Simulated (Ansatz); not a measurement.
In7Sb8. Charge 0, multiplicity 2. Geometry PBE-D4/def2-SVP, basis def2-TZVP, Ansatz.

| atom | x (Å) | y (Å) | z (Å) |
| --- | --- | --- | --- |
| In1 | 1.033 | -3.005 | 1.078 |
| In2 | -0.610 | -2.371 | -2.674 |
| In3 | 1.362 | 0.764 | 3.120 |
| In4 | -1.340 | -1.729 | 3.098 |
| In5 | 1.590 | 0.568 | -2.496 |
| In6 | -3.718 | -0.026 | -0.576 |
| In7 | -1.755 | 3.373 | -0.948 |
| Sb8 | 2.650 | 2.137 | -0.219 |
| Sb9 | -1.361 | 0.859 | -2.673 |
| Sb10 | 3.158 | -0.593 | 0.639 |
| Sb11 | 2.408 | -2.227 | -1.597 |
| Sb12 | -1.995 | -2.541 | 0.125 |
| Sb13 | -0.363 | -0.151 | -0.042 |
| Sb14 | -1.586 | 1.550 | 1.942 |
| Sb15 | 0.527 | 3.392 | 1.224 |

| run | HOMO (eV) | LUMO (eV) |
| --- | --- | --- |
| A | -4.20 | -3.96 |
| B | -4.81 | -3.54 |
| C | -4.43 | -3.98 |
| D | -5.22 | -2.93 |

In the def2 sets In, Sb take a core potential; there is no spin–orbit coupling. Single mean-field runs in def2-TZVP are fitted with def2-universal-jkfit. The structure comes from a short search, and lower isomers may exist.

HOMO and LUMO are taken over both spins.

Task: The runs used BHLYP, PBE, PBE0, r2SCAN. Estimate which is which.

Result: A PBE (0 % exact exchange); B PBE0 (25 % exact exchange); C r2SCAN (0 % exact exchange); D BHLYP (50 % exact exchange). Exact exchange lowers occupied and raises empty levels; among semilocal functionals meta-GGAs tend to open the gap a little, and such runs are hard to tell apart. The gap grows from 0.24 eV (PBE) to 2.29 eV (BHLYP).
